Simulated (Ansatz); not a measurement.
A CCSD(T) single point on C3H8AlF2N (`CC(C)[NH][Al]([F])[F]`).

```yaml
crystal:
  periodic: [false, false, false]
  atoms:
    - {symbol: C, position_ang: [-0.350628, 1.042445, -1.432728]}
    - {symbol: C, position_ang: [-0.306836, -0.231787, -0.603051]}
    - {symbol: C, position_ang: [1.106792, -0.769405, -0.502744]}
    - {symbol: N, position_ang: [-0.867721, -0.006767, 0.720876]}
    - {symbol: Al, position_ang: [-0.238340, -0.212611, 2.341450]}
    - {symbol: F, position_ang: [-1.207462, 0.207007, 3.599843]}
    - {symbol: F, position_ang: [1.249217, -0.805693, 2.700539]}
    - {symbol: H, position_ang: [0.009680, 0.861214, -2.448647]}
    - {symbol: H, position_ang: [-1.370176, 1.430874, -1.503874]}
    - {symbol: H, position_ang: [0.274215, 1.814783, -0.975643]}
    - {symbol: H, position_ang: [-0.914825, -0.989929, -1.118588]}
    - {symbol: H, position_ang: [1.511409, -0.964379, -1.497551]}
    - {symbol: H, position_ang: [1.143662, -1.701983, 0.065022]}
    - {symbol: H, position_ang: [1.763978, -0.047350, -0.008293]}
    - {symbol: H, position_ang: [-1.802965, 0.373581, 0.663409]}
basis:
  gaussian: {orbitals: def2-TZVPP}
correlation: {method: ccsd_t}
```

```sh
$ ansatz run in.yaml --threads 2 --pin off --events-out ev --progress --plain --max-ram 22528MiB --backend cuda --devices 0, --max-vram 18GiB
```

Output of Ansatz, abridged:

```
Functional definition: HF
2039 factors; integrals over basis functions are off by at most 1.1e-3 eV
mean field evaluation 1: about -16697.6841 eV, gradient 5.7e1 eV
mean field evaluation 2: about -16697.9096 eV, gradient 5.7e1 eV
mean field evaluation 4: about -16704.3171 eV, gradient 4.5e0 eV
mean field evaluation 8: about -16704.4145 eV, gradient 2.8e-1 eV
mean field -16704.41486753 eV, -613.8759237227 hartree, gradient 7.3e-6 eV, S^2 0.000000; 0 other end points of the search recorded, 0 dependent functions left out
11 core orbitals not correlated: weight in the atoms' cores, before any rotation towards them, 1.000 or more for the frozen orbitals, at most 0.000 for the correlated occupied ones
reference -16704.41486753 eV, -613.8759237227 hartree; 21, 21 occupied and 308, 308 virtual orbitals, 2039 factors
second order -35.74623152 eV of doubles, -0.00000000 eV of singles
cycle   1  -35.91046967 eV  change   -1.6e-1 eV  update   1.2e-1
cycle   2  -36.63578488 eV  change   -7.3e-1 eV  update   3.3e-2
cycle   3  -36.81134722 eV  change   -1.8e-1 eV  update   1.7e-2
cycle   4  -36.79759452 eV  change    1.4e-2 eV  update   3.7e-3
cycle   5  -36.79526485 eV  change    2.3e-3 eV  update   1.6e-3
cycle   6  -36.79632702 eV  change   -1.1e-3 eV  update   5.1e-4
cycle   7  -36.79607225 eV  change    2.5e-4 eV  update   1.8e-4
cycle   8  -36.79596483 eV  change    1.1e-4 eV  update   6.3e-5
cycle   9  -36.79598676 eV  change   -2.2e-5 eV  update   2.3e-5
perturbative correction -1.27931106 eV, -0.0470138142 hartree
Total energy: -16742.49016535 eV, -615.2751651092 hartree
```

Hardware: 2 threads of an AMD EPYC 7R13 on a shared host and a share of an NVIDIA H100 80 GB. Wall time 8.5 s, peak host memory 0.87 GiB.

Correlation energy per correlated electron: -0.907 eV. T1 diagnostic: 0.0111.
